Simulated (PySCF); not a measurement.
Choosing a basis for TDDFT

CH₄B₃Cl₂F.
Z-matrix (Å and degrees, PBE0-D3(BJ)/def2-SVP geometry), rows numbered from 1:
```
F 
B   1  1.3283
B   2  1.6932  1  121.55
C   3  1.5694  2  123.64  1    86.42
B   4  1.5637  3  103.52  2   -90.71
Cl  5  1.7527  4  120.87  3   -82.27
Cl  5  1.7524  4  121.04  3    95.25
H   2  1.2195  1  115.63  3  -179.42
H   3  1.2140  2  118.90  1   -92.30
H   4  1.1009  3  110.91  2   153.42
H   4  1.0998  3  112.91  2    26.38
```

TDDFT with PBE0 (PySCF), vertical singlets, core orbitals frozen in the response, spherical d and f functions. Isolated species at its PBE0-D3(BJ)/def2-SVP geometry (one conformer only).

Problem. Compare 6-31G*, def2-SVP, 6-31+G*, def2-SVPD, aug-cc-pVDZ and def2-TZVP for this molecule.

Solution. 

| basis | functions | diffuse | S1 (eV) | S2 (eV) | S3 (eV) | S4 (eV) | S5 (eV) | LUMO (eV) | α (au) |
| --- | --- | --- | --- | --- | --- | --- | --- | --- | --- |
| 6-31G* | 114 | no | 4.13 | 5.35 | 5.42 | 5.45 | 6.03 | -2.27 | 64.6 |
| def2-SVP | 126 | no | 4.18 | 5.25 | 5.40 | 5.43 | 6.01 | -2.29 | 63.9 |
| 6-31+G* | 142 | yes | 4.16 | 5.21 | 5.37 | 5.40 | 5.98 | -2.46 | 73.0 |
| def2-SVPD | 189 | yes | 4.15 | 5.18 | 5.34 | 5.38 | 5.95 | -2.52 | 80.3 |
| aug-cc-pVDZ | 205 | yes | 4.14 | 5.14 | 5.34 | 5.38 | 5.95 | -2.46 | 80.6 |
| def2-TZVP | 253 | no | 4.14 | 5.19 | 5.34 | 5.37 | 5.95 | -2.42 | 75.8 |

States are compared by their number. Against the largest diffuse basis here (aug-cc-pVDZ, itself not a converged limit), sets without diffuse functions differ by up to 0.05 eV in S1 and 0.08 eV in S5; the smaller diffuse sets differ by up to 0.02 and 0.03 eV. State by state, the largest deviation of a set without diffuse functions is S1 0.05, S2 0.21, S3 0.08, S4 0.07, S5 0.08 eV. The same number needn't mean the same state in each row. Against aug-cc-pVDZ the polarisability deviates by -20% in 6-31G*, -21% in def2-SVP, -9% in 6-31+G*, 0% in def2-SVPD, -6% in def2-TZVP. A single + in a Pople set puts diffuse functions on heavy atoms only.
